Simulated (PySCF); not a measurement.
## Removing the step error of a finite difference

System: C3H10AlClSi, singlet, at a GFN2-xTB geometry (such geometries of metal compounds can be far from the true shape), atoms displaced at random by about 0.03 Å a coordinate. Level: HF/STO-3G, gradient (PySCF). Sums are taken with unrounded values, so a last digit can differ.

Central differences of the energy along z of atom 16 gave a gradient component of -0.006954 Eh/bohr at step 0.05 and -0.005610 Eh/bohr at step 0.2 (atomic units).

### Question
Extrapolate to zero step.

### Answer
The leading error of a symmetric difference goes as h², so A(h) = A0 + c h². Then c = (-0.005610 - (-0.006954))/(0.2² - 0.05²) = 0.0358 (atomic units) and A0 = -0.006954 - c × 0.05² = -0.007043 Eh/bohr. The analytic value from the same program and level is -0.007045 Eh/bohr: the smaller step missed it by 0.000091, the extrapolation by 0.000002.
